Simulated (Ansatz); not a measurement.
One change: `[OH][AlH][O]CF` becomes `FC[O][ZnH]`.

Ansatz, PBE0-D4/def2-TZVP geometries, multiplicity 1. Each molecule was computed in one conformer, which needn't be the lowest.

Scalar relativity is left out up to krypton.

```json
{"property": "size of the dipole moment (B3LYP/def2-TZVPP) / D", "`[OH][AlH][O]CF`": "1.59"}
{"property": "HOMO energy (PBE/def2-TZVPP) / eV", "`[OH][AlH][O]CF`": "-6.95"}
{"property": "HOMO energy (ωB97M-V/def2-TZVPP) / eV", "`[OH][AlH][O]CF`": "-10.97"}
{"property": "HOMO–LUMO gap (PBE/def2-TZVPP) / eV", "`[OH][AlH][O]CF`": "5.90"}
{"property": "HOMO–LUMO gap (B3LYP/def2-TZVPP) / eV", "`[OH][AlH][O]CF`": "7.81"}
{"property": "HOMO energy (B3LYP/def2-TZVPP) / eV", "`[OH][AlH][O]CF`": "-8.32"}
```

Task: Give the same properties after the change, and the shifts. (Estimate.)

Result: The calculation gave: 
```
                                        property  `FC[O][ZnH]`  shift
size of the dipole moment (B3LYP/def2-TZVPP) / D          0.31  -1.28
               HOMO energy (PBE/def2-TZVPP) / eV         -6.22   0.73
           HOMO energy (ωB97M-V/def2-TZVPP) / eV        -10.16   0.81
             HOMO–LUMO gap (PBE/def2-TZVPP) / eV          5.22  -0.68
           HOMO–LUMO gap (B3LYP/def2-TZVPP) / eV          6.96  -0.85
             HOMO energy (B3LYP/def2-TZVPP) / eV         -7.53   0.79
```

Dipoles are sizes alone; their direction can turn.

B3LYP here is the variant with VWN-RPA as its local correlation; programs differ in this.
